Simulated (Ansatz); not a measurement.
Abridged output of a molecular run in Ansatz:

```
Functional definition: HF
  name "HF"
  cite "Fock, Z. Phys. 61, 126 (1930) doi:10.1007/BF01340294"
  parent pbe
  exchange = exact_x
  correlation = 0
761 factors; integrals over basis functions are off by at most 1.2e-3 eV
mean field evaluation 1: about -61944.6623 eV, gradient 1.7e1 eV
mean field evaluation 2: about -61944.7299 eV, gradient 1.7e1 eV
mean field evaluation 4: about -61945.6866 eV, gradient 3.1e0 eV
mean field evaluation 8: about -61945.7079 eV, gradient 1.5e-1 eV
mean field -61945.70796835 eV, -2276.4627795281 hartree, gradient 2.0e-6 eV, S^2 0.000000; 0 other end points of the search recorded, 0 dependent functions left out
15 core orbitals not correlated: weight in the atoms' cores, before any rotation towards them, 1.000 or more for the frozen orbitals, at most 0.000 for the correlated occupied ones
reference -61945.70796835 eV, -2276.4627795281 hartree; 13, 13 occupied and 50, 50 virtual orbitals, 761 factors
second order -15.96437105 eV of doubles, -0.00000000 eV of singles
cycle   1  -15.66794518 eV  change    3.0e-1 eV  update   9.7e-2
cycle   2  -16.10512664 eV  change   -4.4e-1 eV  update   3.4e-2
cycle   3  -16.20247189 eV  change   -9.7e-2 eV  update   1.5e-2
cycle   4  -16.19690981 eV  change    5.6e-3 eV  update   4.5e-3
cycle   5  -16.19462494 eV  change    2.3e-3 eV  update   2.0e-3
cycle   6  -16.19472626 eV  change   -1.0e-4 eV  update   5.2e-4
cycle   7  -16.19457379 eV  change    1.5e-4 eV  update   1.9e-4
cycle   8  -16.19450324 eV  change    7.1e-5 eV  update   6.7e-5
cycle   9  -16.19452002 eV  change   -1.7e-5 eV  update   2.4e-5
perturbative correction -0.44051819 eV, -0.0161887449 hartree
Total energy: -61962.34300657 eV, -2277.0741059067 hartree
```

Its atoms:

Cartesian coordinates in Å:
```
Cl -1.302 -0.889 -1.172
C -0.639 0.263 0.048
Zn 1.259 -0.182 0.204
H -0.842 1.266 -0.327
H -1.217 0.117 0.960
H 2.741 -0.575 0.286
```

Q: Which basis set was used?
A. def2-SVP
B. def2-TZVPP
C. def2-SVPD
D. cc-pV(Q+d)Z

A: A. It gives 78 functions.

Q: Write the keys of the input that set method, charge and spin (a neutral closed shell needs none for the last two).

A: 
```yaml
correlation: {method: ccsd_t, frozen_orbitals: {C: 1, Cl: 5, H: 0, Zn: 9}}
```
